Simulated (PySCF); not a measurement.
Al(Cl) cation (AlCl), SMILES [Al][Cl] (connectivity only; charge and spin as stated), charge +1, multiplicity 2. Atoms are numbered in the order given.

```xyz
2

Al     0.0000     0.0000    -1.1466
Cl     0.0000     0.0000     0.8768
```
Charge +1, spin multiplicity 2.

Coordinates come from a PBE0-D3(BJ)/def2-TZVPD optimisation. The spin state was assumed, not searched.

Method: PBE0/pcH-1 run with PySCF.

Unrestricted Kohn–Sham, ⟨S²⟩ = 0.752. Hyperfine tensors hold the contact and dipolar terms, without spin-orbit corrections.

Computed hyperfine couplings:
```
nucleus     A(iso) (MHz)  A(iso) (G)  dipolar principal values (MHz)
----------  ------------  ----------  ------------------------------
27Al no. 1        2181.3       778.3              -38.1, -38.1, 76.2
35Cl no. 2           4.8         1.7              -36.9, -36.9, 73.8
```
